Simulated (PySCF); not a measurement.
Molecule: CF3C(O)CH3 (SMILES CC(=O)C(F)(F)F).

Molfile (atoms numbered from 1):
```
C3H3F3O
     RDKit          3D

 10  9  0  0  0  0  0  0  0  0999 V2000
    1.1673    0.0556   -0.6036 C   0  0  0  0  0  0  0  0  0  0  0  0
    0.2797    0.1611    0.5967 C   0  0  0  0  0  0  0  0  0  0  0  0
    0.6364    0.4338    1.7080 O   0  0  0  0  0  0  0  0  0  0  0  0
   -1.2179   -0.1150    0.3278 C   0  0  0  0  0  0  0  0  0  0  0  0
   -1.3693   -1.3470   -0.1706 F   0  0  0  0  0  0  0  0  0  0  0  0
   -1.9413   -0.0082    1.4235 F   0  0  0  0  0  0  0  0  0  0  0  0
   -1.6809    0.7510   -0.5792 F   0  0  0  0  0  0  0  0  0  0  0  0
    2.1990    0.2926   -0.3193 H   0  0  0  0  0  0  0  0  0  0  0  0
    1.1109   -0.9620   -1.0202 H   0  0  0  0  0  0  0  0  0  0  0  0
    0.8183    0.7430   -1.3894 H   0  0  0  0  0  0  0  0  0  0  0  0
  1  2  1  0
  2  3  2  0
  2  4  1  0
  4  5  1  0
  4  6  1  0
  4  7  1  0
  1  8  1  0
  1  9  1  0
  1 10  1  0
M  END
```

Geometry PBE0-D3(BJ)/def2-SVP throughout; GIAO in PySCF 2.14.0 with density-fitted response routines, gas phase, one conformer, non-relativistic; equivalent atoms averaged; functional PBE0.

Question: How do the shifts δ (against TMS, H2O, CFCl3 at the same level) depend on the basis set? (ppm; last column core-seconds on shared hosts with different chips, so compare them loosely)

Answer: 
```tsv
basis set	functions	C2	C4	C1	O3	F5/F6/F7	H8/H9/H10	core-s
STO-3G	38	136.3	92.5	25.3	635.8	-94.2	2.25	2.6
pcSseg-0	69	215.4	138.2	29.0	794.5	-96.9	2.96	5
6-31G	69	189.8	120.3	25.2	669.4	-103.4	2.57	5.6
6-31G*	104	185.0	114.3	22.7	617.1	-92.9	2.19	7.6
cc-pVDZ	113	191.5	117.8	23.1	648.6	-89.5	2.12	7.8
def2-SVP	113	191.2	118.1	22.1	655.5	-77.8	2.16	7.6
pcSseg-1	134	195.7	120.3	25.0	689.4	-94.5	2.39	9.9
aug-cc-pVDZ	188	190.9	116.5	23.0	622.7	-86.2	2.44	17
6-311+G(2d,p)	207	194.8	119.0	23.7	652.8	-92.4	2.34	18
def2-TZVP	235	196.9	122.8	24.2	665.7	-89.8	2.31	22
cc-pVTZ	252	194.8	122.0	23.9	665.0	-90.0	2.32	24
IGLO-III	275	201.1	123.4	24.7	670.7	-90.7	2.39	27
pcSseg-2	294	202.8	124.6	25.0	675.1	-91.3	2.37	30
```

Question: Which nucleus moves most, in ppm?

Answer: O3 (ketone oxygen): from 617.1 ppm with 6-31G* to 794.5 ppm with pcSseg-0. The smallest spread is 0.84 ppm, at H8/H9/H10. Proton shifts span only some 12 ppm, so a few tenths of a ppm matter as much there as several ppm in carbon.

Question: Taking the largest basis, pcSseg-2 (294 functions), as the yardstick, rank the others by their worst heavy-atom deviation.

Answer: IGLO-III 4.5 ppm (275 functions), def2-TZVP 9.5 ppm (235 functions), cc-pVTZ 10.2 ppm (252 functions), 6-31G 13.0 ppm (69 functions), pcSseg-1 14.3 ppm (134 functions), def2-SVP 19.7 ppm (113 functions), 6-311+G(2d,p) 22.4 ppm (207 functions), cc-pVDZ 26.6 ppm (113 functions), aug-cc-pVDZ 52.5 ppm (188 functions), 6-31G* 58.0 ppm (104 functions), STO-3G 66.6 ppm (38 functions), pcSseg-0 119.3 ppm (69 functions).

A small basis that lands close on one nucleus may do so by chance; judge by the trend and by all nuclei.
